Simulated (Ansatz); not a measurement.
```xyz
14

C     2.661    0.106   -0.806
C     1.549    0.289   -0.376
Si   -0.146    0.560    0.273
C    -0.133    0.662    2.120
O    -1.107   -0.699   -0.153
C    -1.312   -1.096   -1.488
H     3.645   -0.054   -1.184
H    -0.641    1.816   -0.355
H    -1.144    0.822    2.501
H     0.258   -0.262    2.551
H     0.497    1.490    2.452
H    -2.004   -1.939   -1.491
H    -0.374   -1.409   -1.959
H    -1.748   -0.286   -2.085
```

Charge 0, multiplicity 1.

**Question.** List the PBE/def2-TZVPP orbital energies in eV (Ansatz). (An estimate is asked.)

**Answer.** Ansatz gave: Occupied: -1779.96, -510.21, -270.08, -269.10, -268.67, -268.56, -137.61, -94.38, -94.34, -94.31, -25.28, -18.44, -17.49, -16.72, -13.86, -12.79, -11.36, -11.02, -10.88, -10.09, -9.76, -8.82, -8.20, -7.47, -7.07, -6.87, -6.62. Lowest empty: -1.07, -0.81, 0.78, 0.93, 1.34, 1.43, 1.68, 2.07.
